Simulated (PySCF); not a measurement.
# Reading the logs of faulty runs: GeH5NSi2

Calculated results; nothing here was measured. They come from PySCF 2.14.0, an open-source quantum chemistry program, on an isolated molecule that a program drew, which may never have been made. The molecule is GeH5NSi2 (charge 0, singlet), drawn as the SMILES string `[SiH3][Si][N]=[GeH2]`.

Each row is a Hartree-Fock (HF) and frozen-core CCSD(T) single point in the cc-pV(D+d)Z basis, meant for a local HF minimum. Run 1 is clean. Each other run has one planted mistake out of seven kinds, and not every kind appears here: one electron removed, one electron added, multiplicity raised by two, geometry at a saddle point, minimal basis STO-3G, one bond length entered in bohr, all coordinates scaled. The reference is restricted for singlets and unrestricted otherwise, and also for a bond in bohr. Adding or removing an electron swaps singlet and doublet. Electrons count all cores. HOMO and LUMO are orbital energies over both spins, the gradient is its largest component, and the lowest frequency (negative if imaginary) is given only where the gradient is small. Bond lengths are over the 8 bonds as drawn. T1 is the CCSD diagnostic: over 0.02 (restricted) or 0.045 (unrestricted) a single reference is doubtful. Germanium has the cc-pVDZ-PP basis, with a core potential (ECP10MDF) in place of its 10 inner electrons, and its 3s, 3p and 3d shells are frozen in CCSD(T).

Geometry of the clean run:
```xyz
9
GeH5NSi2, angstrom
Si   -1.0975   -1.3828    3.4351
Si   -2.0263   -0.5571    1.3276
N    -0.6177   -0.8185    0.4697
Ge    0.7136   -1.0270   -0.5110
H    -0.6438   -2.7919    3.2608
H    -2.0257   -1.3561    4.5997
H     0.0994   -0.5739    3.8023
H     1.7547    0.0613   -0.6996
H     0.9570   -2.3138   -1.2780
```

```
run,electrons,basis functions,<S^2>,HOMO (eV),LUMO (eV),gradient (hartree/bohr),lowest frequency (cm^-1),mean bond (Å),longest bond (Å),T1,HF (hartree),CCSD(T) (hartree),mistake
1,72,108,0.000,-7.10,0.95,2.0e-05,65,1.6611,2.447,0.0251,-928.52655,-929.05109,no fault
2,72,108,1.015,-7.28,0.72,1.4e-02,-,1.8268,2.815,0.0637,-928.41821,-928.93278,one bond length entered in bohr
3,72,108,0.000,-7.26,0.68,5.5e-02,-,1.7741,2.613,0.0281,-928.49000,-929.03108,all coordinates scaled
4,72,108,2.084,-6.19,-0.37,1.4e-01,-,1.6611,2.447,0.0414,-928.47397,-928.97704,multiplicity raised by two
5,73,108,0.859,-0.85,6.09,8.0e-02,-,1.6611,2.447,0.0350,-928.52474,-929.05303,one electron added
6,71,108,0.783,-13.88,-5.19,6.2e-02,-,1.6611,2.447,0.0262,-928.30347,-928.79109,?
```

**Which mistake was planted in run 6, and what did it cost?**

It counts 71 electrons, one fewer than the clean run, at the same geometry and basis. So the mistake is: one electron removed. Subtracting run 1 and multiplying by 627.51 kcal/mol a hartree, the energy moved by 140.0 kcal/mol in HF and 163.2 kcal/mol in CCSD(T).

Cautions from the logs. Run 1: T1 is over the limit, so its CCSD(T) energy is less reliable; run 2: T1 is over the limit, so its CCSD(T) energy is less reliable; run 3: T1 is over the limit, so its CCSD(T) energy is less reliable.
